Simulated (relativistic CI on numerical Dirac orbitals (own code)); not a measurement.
# Radial parameters of W15+

Method of calculation: Dirac-Coulomb-Breit CI, orbitals from a KLI potential per configuration, a model potential for QED, unscaled Slater integrals (own radial code, finite nucleus).

Slater integrals F^k, G^k are unscaled and averaged over j, outside the closed core [Ar] 3d10 4p6; ζ comes from projecting the Hamiltonian with its Breit term on Σ l·s of the shell.

- 4s²4d¹⁰4f¹¹5s²: F^2(4f,4f) = 189600, F^4(4f,4f) = 121340, F^6(4f,4f) = 88016, ζ(4f) = 5445.1 cm⁻¹; <r>(4f) = 0.5304, <r^2>(4f) = 0.3335 (bohr units).
- 4s²4d¹⁰4f¹²5s: F^2(4f,4f) = 186490, F^4(4f,4f) = 119210, F^6(4f,4f) = 86422, ζ(4f) = 5270.4, G^3(4f,5s) = 35582 cm⁻¹; <r>(4f) = 0.5376, <r^2>(4f) = 0.3433, <r>(5s) = 0.9359, <r^2>(5s) = 0.9746 (bohr units).
- 4s²4d¹⁰4f¹¹5s5p: F^2(4f,4f) = 189900, F^4(4f,4f) = 121560, F^6(4f,4f) = 88179, ζ(4f) = 5483.9, G^3(4f,5s) = 34879, F^2(4f,5p) = 80397, G^2(4f,5p) = 29811, G^4(4f,5p) = 26171, G^1(5s,5p) = 137340, ζ(5p) = 86626 cm⁻¹; <r>(4f) = 0.5297, <r^2>(4f) = 0.3326, <r>(5s) = 0.9312, <r^2>(5s) = 0.9649, <r>(5p) = 1.01, <r^2>(5p) = 1.137 (bohr units).

Averages of the first 10 configurations, taken without configuration mixing, which lowers the lowest level and can move excited configurations by several eV; other configurations of the list can lie among them:

```csv
Configuration,Parity,States,Average energy above the lowest level (eV)
4s²4d¹⁰4f¹¹5s²,odd,364,8.8
4s²4d¹⁰4f¹²5s,even,182,13.9
4s²4d¹⁰4f¹¹5s5p,even,4368,52.0
4s²4d¹⁰4f¹⁰5s²5p,odd,6006,51.2
4s²4d¹⁰4f¹²5d,even,910,120.8
4s²4d¹⁰4f¹²6s,even,182,170.1
4s²4d⁹4f¹²5s²,even,910,231.3
4s²4d¹⁰4f¹⁰5s²6s,even,2002,169.2
4s²4d¹⁰4f¹¹5p6s,even,4368,213.3
4s4d¹⁰4f¹²5s²,even,182,584.3
```
